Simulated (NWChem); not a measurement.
Everything below was run with NWChem. System: BO, charge 0, spin multiplicity 4, at the geometry of a parent with another charge or spin, in a state set for the comparison that need not be this species' ground state. Its SCF solution wasn't tested for a lower state. Level: UMP2/def2-TZVP, 2 core orbitals frozen.

Job file:

```
start mol
memory heap 200 mb stack 900 mb global 1100 mb
geometry units angstroms nocenter noautoz
  B      0.000000     0.000000     0.740548
  O      0.000000     0.000000    -0.462842
  symmetry group C2v
end
basis spherical
  * library def2-tzvp
end
scf
  uhf
  nopen 3
  maxiter 100
  thresh 1e-7
  semidirect memsize 60000000 filesize 0
  # guess.movecs holds the orbitals of an unrestricted PBE0 run
  vectors input guess.movecs output mol.movecs
end
mp2
  freeze core 2
end
task mp2 energy
```

NWChem printed:

```
             Northwest Computational Chemistry Package (NWChem) 7.3.0
             --------------------------------------------------------

                                NWChem Input Module
                                -------------------

 Scaling coordinates for geometry "geometry" by  1.889725989
 (inverse scale =  0.529177249)

 Turning off AUTOSYM since
 SYMMETRY directive was detected!

                             Geometry "geometry" -> ""
                             -------------------------

 Output coordinates in angstroms (scale by  1.889725989 to convert to a.u.)

  No.       Tag          Charge          X              Y              Z
 ---- ---------------- ---------- -------------- -------------- --------------
    1 B                    5.0000     0.00000000     0.00000000     0.74054800
    2 O                    8.0000     0.00000000     0.00000000    -0.46284200

 Effective nuclear repulsion energy (a.u.)      17.5895511513

            Nuclear Dipole moment (a.u.)
            ----------------------------
        X                 Y               Z
 ---------------- ---------------- ----------------
     0.0000000000     0.0000000000     0.0000075589

      Symmetry information
      --------------------

 Group name             C2v
 Group number             16
 Group order               4
 No. of unique centers     2

      Symmetry unique atoms

     1    2


 Summary of "ao basis" -> "" (spherical)
 ------------------------------------------------------------------------------
       Tag                 Description            Shells   Functions and Types
 ---------------- ------------------------------  ------  ---------------------
 *                         def2-tzvp                  on all atoms

 Summary of "ao basis" -> "ao basis" (spherical)
 ------------------------------------------------------------------------------
       Tag                 Description            Shells   Functions and Types
 ---------------- ------------------------------  ------  ---------------------
 B                         def2-tzvp                11       31   5s3p2d1f
[...]
  AO/Fock/Back tols     =   1.0D-09  1.0D-09  1.0D-09

 GA uses MA = F    GA memory limited = T

 Available:
  local mem=  1.26D+08
 global mem=  1.44D+08
 local disk=  0.00D+00
  mp2_memr nvloc                    54
  nvloc new                    54
   1 passes of   6:        4194304                      24035                   2156970.
   1 passes of   6: M    126153856           G      144171512           F     121959552.

 Semi-direct pass number   1 of   1  for UHF alpha       at        0.3s
  vrange nnbf                  1952
  mp2_eaftype                    10  avail_ma_in_mb                  1099
 EAF : mp2_eaftype filesize          10    1078485.
  mp2_eaf for mointskh                     10
Node 0 wrote      5.1 Mb in      0.0 s     Agg I/O rate:  1660.7 Mb/s
 Done moints_semi at        0.6s
  mp2_eaftype                    10  avail_ma_in_mb                  1089
 EAF : mp2_eaftype filesize          10    1078485.
  mp2_eaf for kh                    10
 Done maket at        0.6s
 Done multipass loop at        0.6s

 GA uses MA = F    GA memory limited = T

 Available:
  local mem=  1.26D+08
 global mem=  1.44D+08
 local disk=  0.00D+00
  mp2_memr nvloc                    57
  nvloc new                    57
   1 passes of   3:        4194304                      16388                   1141540.
   1 passes of   3: M    126153856           G      144171512           F     121959552.

 Semi-direct pass number   1 of   1  for UHF beta        at        0.6s
  vrange nnbf                  1952
  mp2_eaftype                    10  avail_ma_in_mb                  1099
 EAF : mp2_eaftype filesize          10     570770.
  mp2_eaf for mointskh                     10
Node 0 wrote      2.7 Mb in      0.0 s     Agg I/O rate:  2118.4 Mb/s
 Done moints_semi at        0.9s
  mp2_eaftype                    10  avail_ma_in_mb                  1089
 EAF : mp2_eaftype filesize          10     570770.
  mp2_eaf for kh                    10
 Done maket at        0.9s
 Done multipass loop at        0.9s

          -------------------------------------------
          SCF energy                 -99.356119902273
          Correlation energy          -0.215351376620
          Singlet pairs                0.000000000000
          Triplet pairs                0.000000000000
          Total MP2 energy           -99.571471278893
          -------------------------------------------

          ---------------------------------------------------
                    Spin Component Scaled (SCS) MP2
          Same spin pairs                     -0.057386086688
          Same spin scaling factor             0.333333333333
          Opposite spin pairs                 -0.157965289932
          Opposite spin scaling fact.          1.200000000000
          SCS-MP2 correlation energy          -0.208687043481
          Total SCS-MP2 energy               -99.564806945754
          ---------------------------------------------------

 -----------------------
 Performance information
 -----------------------

 Timer overhead =  9.61D-08 seconds/call

               Nr. of calls         CPU time (s)                 Wall time (s)                GFlops
             ---------------    -------------------     ------------------------------   -------------------
Name         Min   Avg   Max    Min     Avg     Max     Min     Avg     Max   Mx/calls   Min     Max     Sum
mp2: moin     2     2     2   0.56    0.56    0.56     0.56    0.56    0.56    0.28      0.0     0.0     0.0
mp2: make     2     2     2   2.56E-2 2.56E-2 2.56E-2  2.56E-2 2.56E-2 2.56E-2 1.28E-2   0.0     0.0     0.0
mp2: tota     1     1     1   0.63    0.63    0.63     0.63    0.63    0.63    0.63      0.0     0.0     0.0

 The average no. of pstat calls per process was 5.00D+00
 with a timing overhead of 4.81D-07s

 Task  times  cpu:        0.9s     wall:        0.9s

 Total times  cpu:        0.9s     wall:        0.9s
```
